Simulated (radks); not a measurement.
Question: Species: Rh I. Configuration: [Kr] 4d8 5s1. All-electron calculation, scalar-relativistic Kohn-Sham, r2SCAN, spin-unpolarised, spherical densities, finite nucleus; meta-GGA in the generalised Kohn-Sham scheme; Fermi nuclear charge, rms radius 4.4945 fm. Program: a radial shooting solver on a logarithmic mesh with Libxc functionals. Some entries of the table are withheld. Estimate them.

| orbital | occ. | eigenvalue (eV) | <r^2> (bohr^2) | r(max) (bohr) |
|---|---|---|---|---|
| 1s | 2 | (1) | (2) | 0.02118 |
| 2s | 2 | -3360.194 | 0.02372 | 0.1197 |
| 2p | 6 | -3008.665 | 0.01870 | 0.09578 |
| 3s | 2 | -606.1393 | 0.1738 | 0.3509 |
| 3p | 6 | -489.5538 | 0.1766 | (3) |
| 3d | 10 | -303.6365 | 0.1639 | 0.2921 |
| 4s | 2 | -84.8251 | 1.097 | 0.8835 |
| 4p | 6 | -51.9556 | 1.350 | 0.9456 |
| 4d | 8 | -6.0674 | 3.138 | 1.145 |
| 5s | 1 | -4.2056 | 12.67 | 2.669 |

Answer: 
(1) 1s eigenvalue (eV): -23085.69
(2) 1s <r^2> (bohr^2): 0.001439
(3) 3p r(max) (bohr): 0.3444
